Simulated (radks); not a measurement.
The numbers below are computed, except where a source is named.
Orbital eigenvalues (eV) of the ruthenium ion Ru2+, [Kr] 4d6, at several levels of relativity; Dirac values are averaged over j with weights 2j + 1. Spin-unpolarised spherical Kohn-Sham, PBE, point nucleus unless stated (finite: rms radius 4.4809 fm), a radial shooting solver on a logarithmic mesh with Libxc functionals. A level marked "c x" has the speed of light scaled by that factor and shares open shells by 2j + 1; other Dirac levels either fill j = l - 1/2 first or share by 2j + 1.

shell       non-rel.  Dirac, 2j+1 shares  Dirac, low j first  Dirac, c x 5  change of magnitude, last against first (%)
1s            -21352              -21947              -21946        -21375                                        +0.11
2s           -3031.2             -3172.2             -3172.0       -3036.5                                        +0.18
2p           -2806.0             -2845.3             -2845.1       -2807.5                                        +0.05
3s           -548.36             -575.40             -575.26       -549.37                                        +0.19
3p           -459.99             -467.67             -467.52       -460.28                                        +0.06
3d           -297.45             -293.23             -293.09       -297.29                                        -0.06
4s           -91.591             -96.460             -96.358       -91.774                                        +0.20
4p           -65.229             -66.453             -66.360       -65.276                                        +0.07
4d           -24.461             -24.134             -24.067       -24.448                                        -0.05
5s (empty)   -18.365             -19.062             -19.040       -18.391                                        +0.14
5p (empty)   -13.272             -13.463             -13.448       -13.279                                        +0.05
